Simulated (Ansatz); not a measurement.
**Energy profile**

The step: BH₃ + H₂S → BH₃S ([BH2][SH]) + H₂; bonds formed: H2–H5; dative contacts that become bonds: B1–S6; bonds broken: B1–H2, H5–S6 (atoms numbered as in the saddle structure below).

```csv
atom,x (Å),y (Å),z (Å)
B1,-0.5150,-0.4092,-0.1312
H2,0.2241,-0.7144,-1.1130
H3,-0.3989,-1.2378,0.7160
H4,-1.5644,-0.0614,-0.5797
H5,0.5891,0.2892,-0.6332
S6,0.3391,1.3389,0.5052
H7,1.3259,0.7947,1.2358
```

Electronic energies by CCSD(T) at an estimated basis limit (MP2 extrapolated from triple and quadruple zeta, plus CCSD(T) − MP2 in triple zeta), on PBE0-D4/def2-TZVP structures; BH$_{5}$S, closed shell; no counterpoise correction. Computed with Ansatz 0.2.0 (basis: def2-TZVPP and def2-QZVPP); correlated methods freeze the cores. Extrapolation: Hartree–Fock as exp(−7.88 √X), correlation as X^−2.97.

Problem. Give the profile in eV, counted from the separated reactants. (An estimate is asked for; the value comes from the calculation.)

Solution. Computed:
```tsv
point	eV
separated: BH$_{3}$ (B1, H2, H3, H4; singlet) + H$_{2}$S (H5, S6, H7; singlet)	0.000
start structure	-0.631
saddle	0.180
end structure	-0.904
separated: BH$_{3}$S (linked as [BH2][SH]; B1, H3, H4, S6, H7; singlet) + H$_{2}$ (H2, H5; singlet)	-0.888
```

The T1 diagnostic stays at or below 0.015.

For scale, one of the runs: CCSD(T)/def2-TZVPP, 143 basis functions, launched by `ansatz run in.yaml --threads 2 --pin off --events-out ev --progress --plain --max-ram 4352MiB`. The run took 5.5 s on 2 CPU threads of an Arm Neoverse V2 (shared host), with 0.79 GiB of host memory at its peak.
